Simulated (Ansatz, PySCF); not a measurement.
This Ansatz (an electronic-structure program) input computes a BLYP/def2-TZVPD energy:

Ansatz 0.2 input:
```yaml
crystal:
  periodic: [false, false, false]
  atoms:
    - {symbol: Rb, position_ang: [-0.00000000, -0.00000000, -2.05688587]}
    - {symbol: I, position_ang: [0.00000000, 0.00000000, 1.43593919]}
basis:
  gaussian:
    orbitals: def2-TZVPD
hamiltonian:
  xc: {name: BLYP}
total_charge: -1
magnetization: {spin_polarized: true, initial_magnetization: 1}
output: {forces: true}
```

Q: Write an input for the same energy in PySCF and say what it gives.

A: 
```python
from pyscf import gto, scf, dft

mol = gto.M(
    atom='''
    Rb   -0.00000000   -0.00000000   -2.05688587
    I     0.00000000    0.00000000    1.43593919
    ''',
    basis='def2-tzvpd',
    ecp='def2-tzvp',
    charge=-1,
    spin=1,
    symmetry='C2v',
    verbose=4,
)

mf = dft.UKS(mol, xc='blyp').density_fit(auxbasis='def2-universal-jkfit')
mf.grids.level = 3
mf.conv_tol = 1e-9
mf.max_cycle = 100
mf.max_memory = 1500
mf.kernel()
if not mf.converged:
    mf = mf.newton()
    mf.kernel(mf.make_rdm1())
mf.analyze()
```
It gives -321.82407 Eh, and Ansatz -321.82404 Eh, a difference of 0.03 mEh, from the treatment of integrals and grids.
